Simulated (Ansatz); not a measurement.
Harmonic frequencies (cm⁻¹) at PBE0-D4/def2-TZVP from Ansatz: 140, 154, 202, 501, 606, 652, 685, 740, 856, 864, 895, 1263, 1270, 1439, 1442, 1447, 1454, 2171, 3038, 3038, 3118, 3118, 3141, 3142.

Problem. Which molecule is it?
A. `C[SiH2][S]`•
B. `[CH3][Sn]([OH])[Cl]`•
C. `C[SiH]C`•
D. `CO[SiH][SiH3]`•

Solution. C.
